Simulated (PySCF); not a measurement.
Isomers of C4H8BFO2, mass 118.060 u with the commonest isotopes. Computed with PBE0-D3(BJ)/def2-SVP geometry optimisation, gas phase (PySCF). One conformer each, none proved a minimum here; rigid rotors.

Question: Order these by rotational constant B, smallest first.
A. `[OH:1][B:2]([OH:3])[C@@H:4]1[CH2:5][CH2:6][C@H:7]1[F:8]` with H–O1–B2–O3 177°, O1–B2–O3–H 1°, O1–B2–C4–C5 168°, B2–C4–C5–C6 -141°, C4–C5–C6–C7 20°, C5–C6–C7–F8 -141°, B2–C4–C7–C6 147°
B. `[CH3:1][C@@:2]1([CH2:3][F:4])[CH2:5][O:6][BH:7][O:8]1` with C1–C2–C3–F4 61°, C1–C2–C5–O6 134°, C2–C5–O6–B7 -12°, C5–O6–B7–O8 5°, O6–B7–O8–C2 5°
C. `[CH3:1][CH2:2][C@@H:3]1[O:4][BH:5][O:6][C@@H:7]1[F:8]` with C1–C2–C3–O4 -60°, C2–C3–O4–B5 -136°, C3–O4–B5–O6 3°, O4–B5–O6–C7 7°, B5–O6–C7–F8 106°

Answer: A (1532 MHz), B (1670 MHz), C (1736 MHz).

Question: Order these by out-of-plane moment Σ m c² = (Ia + Ib − Ic)/2, smallest first.
A. `[CH3:1][CH2:2][C@@H:3]1[O:4][BH:5][O:6][C@@H:7]1[F:8]` with C1–C2–C3–O4 -60°, C2–C3–O4–B5 -136°, C3–O4–B5–O6 3°, O4–B5–O6–C7 7°, B5–O6–C7–F8 106°
B. `[OH:1][B:2]([OH:3])[C@@H:4]1[CH2:5][CH2:6][C@H:7]1[F:8]` with H–O1–B2–O3 177°, O1–B2–O3–H 1°, O1–B2–C4–C5 168°, B2–C4–C5–C6 -141°, C4–C5–C6–C7 20°, C5–C6–C7–F8 -141°, B2–C4–C7–C6 147°
C. `[CH3:1][C@@:2]1([CH2:3][F:4])[CH2:5][O:6][BH:7][O:8]1` with C1–C2–C3–F4 61°, C1–C2–C5–O6 134°, C2–C5–O6–B7 -12°, C5–O6–B7–O8 5°, O6–B7–O8–C2 5°

Answer: B (15.34 u·Å²), A (20.57 u·Å²), C (60.08 u·Å²).

Question: Order these by rotational constant C, smallest first.
A. `[CH3:1][C@@:2]1([CH2:3][F:4])[CH2:5][O:6][BH:7][O:8]1` with C1–C2–C3–F4 61°, C1–C2–C5–O6 134°, C2–C5–O6–B7 -12°, C5–O6–B7–O8 5°, O6–B7–O8–C2 5°
B. `[CH3:1][CH2:2][C@@H:3]1[O:4][BH:5][O:6][C@@H:7]1[F:8]` with C1–C2–C3–O4 -60°, C2–C3–O4–B5 -136°, C3–O4–B5–O6 3°, O4–B5–O6–C7 7°, B5–O6–C7–F8 106°
C. `[OH:1][B:2]([OH:3])[C@@H:4]1[CH2:5][CH2:6][C@H:7]1[F:8]` with H–O1–B2–O3 177°, O1–B2–O3–H 1°, O1–B2–C4–C5 168°, B2–C4–C5–C6 -141°, C4–C5–C6–C7 20°, C5–C6–C7–F8 -141°, B2–C4–C7–C6 147°

Answer: C (1089 MHz), B (1279 MHz), A (1529 MHz).

```csv
SMILES,point group,Ia (u·Å²),Ib (u·Å²),Ic (u·Å²),κ,μa (D),μb (D),μc (D)
OB(O)[C@@H]1CC[C@H]1F,C1,164.99,329.85,464.15,-0.55,0.34,0.16,0.04
C[C@@]1(CF)COBO1,C1,147.96,302.69,330.48,-0.85,0.86,0.59,0.52
CC[C@@H]1OBO[C@@H]1F,C1,145.08,291.15,395.09,-0.59,1.45,0.48,1.63
```
